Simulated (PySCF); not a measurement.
A structure optimised at PBE-D3(BJ)/def2-SVP, used in a PySCF frequency run:

```
C
H 1 1.1086
H 1 1.1162 2 108.87
C 1 1.5373 2 113.87 3 -119.63
O 4 1.2129 1 126.41 2 10.40
Si 1 1.9384 2 122.29 3 121.79
H 6 1.5004 1 114.10 2 -93.87
H 6 1.5029 7 111.43 1 -128.69
Si 4 1.9950 5 131.25 1 162.60
F 9 1.6493 4 113.64 5 105.76
H 9 1.5039 10 107.27 4 132.42
```

Question: Write its SMILES and formula.

Answer: O=C1C[SiH2][Si@@H]1F, C2H5FOSi2

Question: What are its rotational constants (standard atomic weights)?

Answer: 2.5093, 2.2390, 1.4018 GHz
